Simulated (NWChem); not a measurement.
System: SrHSF; SMILES [F][Sr][SH]

The following NWChem deck was run.

```
start job
memory heap 200 mb stack 900 mb global 1100 mb
geometry units angstroms noautoz
  Sr     0.120349     0.397185    -0.014854
  F     -1.191182     2.044925     0.016865
  S     -0.272732    -2.333652    -0.018162
  H      1.057110    -2.593981    -0.045418
end
basis spherical
  * library def2-svp
end
ecp
  Sr library def2-ecp
end
dft
  xc xwpbe 1.00 cpbe96 1.0 hfexch 1.00
  cam 0.4 cam_alpha 0.0 cam_beta 1.0
  iterations 150
  mulliken
end
task dft energy
```

Parts of the log:

```
             Northwest Computational Chemistry Package (NWChem) 7.3.0
             --------------------------------------------------------

 CS  symmetry detected

                             Geometry "geometry" -> ""
                             -------------------------

 Output coordinates in angstroms (scale by  1.889725989 to convert to a.u.)

  No.       Tag          Charge          X              Y              Z
 ---- ---------------- ---------- -------------- -------------- --------------
    1 Sr                  38.0000     0.31671571     0.46829389     0.00000000
    2 F                    9.0000    -0.82304776     2.23948163     0.00000000
    3 S                   16.0000    -0.34853019    -2.20928752     0.00000000
    4 H                    1.0000     0.94871573    -2.60190234     0.00000000

 Effective nuclear repulsion energy (a.u.)     233.1590068772

      Symmetry information
      --------------------

 Group name             Cs
 Group number              2
 Group order               2
 No. of unique centers     4

 Summary of "ao basis" -> "ao basis" (spherical)
 ------------------------------------------------------------------------------
       Tag                 Description            Shells   Functions and Types
 ---------------- ------------------------------  ------  ---------------------
 Sr                         def2-svp                 9       23   4s3p2d
 F                          def2-svp                 6       14   3s2p1d
 S                          def2-svp                 8       18   4s3p1d
 H                          def2-svp                 3        5   2s1p

      Symmetry analysis of basis
      --------------------------

        a'         43
        a"         17

            General Information
            -------------------
          SCF calculation type: DFT
          Wavefunction type:  closed shell.
          No. of atoms     :     4
          No. of electrons :    36
           Alpha electrons :    18
            Beta electrons :    18
          Charge           :     0
          Spin multiplicity:     1
          Use of symmetry is: on ; symmetry adaption is: on
          Maximum number of iterations: 150
          AO basis - number of functions:    60
                     number of shells:    26
          Convergence on energy requested:  1.00D-06
          Convergence on density requested:  1.00D-05
          Convergence on gradient requested:  5.00D-04

              XC Information
              --------------
                     Hartree-Fock (Exact) Exchange  1.000
                     LC-wPBE(h)Exchange Functional  1.000
            Perdew 1991 LDA Correlation Functional  1.000 local
           PerdewBurkeErnz. Correlation Functional  1.000 non-local

           Range-Separation Parameters
           ---------------------------
           Alpha           :  0.00
           Beta            :  1.00
           Gamma           :  0.40
           Short-Range HF  :     F

             Grid Information
             ----------------
          Grid used for XC integration:  medium
          Radial quadrature: Mura-Knowles
          Angular quadrature: Lebedev.
          Tag              B.-S. Rad. Rad. Pts. Rad. Cut. Ang. Pts.
          ---              ---------- --------- --------- ---------
          Sr                  2.00      123          10.0       590
          F                   0.50       49          12.0       434
          S                   1.00       88          11.0       590
          H                   0.35       45          12.0       434
          Grid pruning is: on
          Number of quadrature shells:   305
          Spatial weights used:  Erf1

      Superposition of Atomic Density Guess
      -------------------------------------

 Sum of atomic energies:        -532.01975161

      Non-variational initial energy
      ------------------------------

 Total energy =    -527.455697
 1-e energy   =    -895.856816
 2-e energy   =     289.209835
 HOMO         =      -0.328019
 LUMO         =      -0.117710

      Symmetry analysis of molecular orbitals - initial
      -------------------------------------------------

  Numbering of irreducible representations:

     1 a'          2 a"

  Orbital symmetries:

     1 a'          2 a'          3 a'          4 a'          5 a'
     6 a"          7 a'          8 a'          9 a'         10 a'
    11 a"         12 a'         13 a'         14 a"         15 a'
    16 a'         17 a'         18 a"         19 a'         20 a"
    21 a'         22 a'         23 a'         24 a"         25 a"
    26 a'         27 a'         28 a'

     ---------------------------------------------
      Total Density - Mulliken Population Analysis
     ---------------------------------------------

    Atom       Charge   Shell Charges
 -----------   ------   -------------------------------------------------------
    1 Sr  10     8.54   0.74  1.23  0.22  0.03  5.87  0.19  0.04  0.16  0.06
    2 F    9     9.86   1.99  1.17  0.81  3.65  2.24  0.00
    3 S   16    16.82   2.00  1.99  1.21  0.66  5.94  1.90  3.10  0.02
    4 H    1     0.78   0.57  0.18  0.03

[...]
```

Level: LC-wPBE (HJS exchange hole, range parameter 0.4 per bohr)/def2-SVP with def2 effective core potentials on Sr. The geometry was optimised at PBE0/def2-SVP. def2 effective core potentials on Sr; no spin-orbit coupling.
